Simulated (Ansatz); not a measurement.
`[OH][Ge]([OH])([Cl])[Cl]` + `[F][GeH]([F])[F]` → `[OH][Ge]([F])([Cl])[Cl]` + `[OH][GeH]([F])[F]`  (redistribution)

Computed with Ansatz on PBE0-D4/def2-TZVP structures; ΔE is electronic, products minus reactants. CCSD(T)/CBS is the MP2 limit (def2-TZVPP, def2-QZVPP) plus CCSD(T) − MP2 in def2-TZVPP, frozen cores. DFT in def2-TZVPP. For Ge outer-core shells are correlated without core-valence functions, which leaves a few kJ/mol of doubt a bond. Scalar relativity is left out up to krypton. One conformer a species, not always the lowest.

| species | CAM-B3LYP-D4 energy (Eh) |
| --- | --- |
| `[OH][Ge]([OH])([Cl])[Cl]` | -3149.41382 |
| `[F][GeH]([F])[F]` | -2377.44936 |
| `[OH][Ge]([F])([Cl])[Cl]` | -3173.45184 |
| `[OH][GeH]([F])[F]` | -2353.41258 |

Work out ΔE.

ΔE = (-3173.45184) + (-2353.41258) − (-3149.41382) − (-2377.44936) = -0.00124 Eh = -0.8 kcal/mol. CCSD(T)/CBS gives -0.5 kcal/mol.

What do rigid-rotor, harmonic-oscillator terms from PBE0-D4/def2-TZVP frequencies (298.15 K, 1 bar) make of the CCSD(T)/CBS value? (Best estimate.)

Ansatz gave: ΔZPE = 0.0 kcal/mol, ΔH = -0.5 kcal/mol, ΔS = 10 J/(mol·K), ΔG = -1.2 kcal/mol.

Largest T1 diagnostic among the species: 0.012.

Leaving LDA and LC-ωPBE aside and taking each functional with its dispersion term where it has one, the values, not all of them listed here, spread over 0.5 kcal/mol, from CAM-B3LYP-D4 to revPBE-D4.
